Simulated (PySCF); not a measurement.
C3H4BrF, SMILES C/C(Br)=C\F. Atoms are numbered in the order given.

```xyz
9

C     -1.6725     0.9225     0.0000
C     -0.2350     0.5421     0.0000
Br     0.1605    -1.3054     0.0000
C      0.7926     1.3926     0.0000
F      0.5959     2.7093     0.0000
H     -2.1847     0.5204     0.8879
H     -1.7679     2.0169     0.0000
H     -2.1847     0.5204    -0.8879
H      1.8461     1.1043     0.0000
```
Charge 0, spin multiplicity 1.

Coordinates come from a PBE0-D3(BJ)/def2-SVP optimisation.

The numbers are results of PBE/def2-TZVP run with PySCF, not measurements.

Computed frontier levels, gap, dipole moment and polarisability:
```yaml
highest_occupied_level: -5.85 eV
lowest_empty_level: -1.03 eV
orbital_gap: 4.82 eV
dipole_moment: 0.54 D
quadrupole, principal values (traceless, Buckingham form, about the centre of nuclear charge): -4.02, -1.30, 5.32 D·Å
mean_static_polarisability: 57.9 bohr³ (8.58 Å³)
polarisability_principal_values: 40.3, 60.0, 73.4 bohr³
```
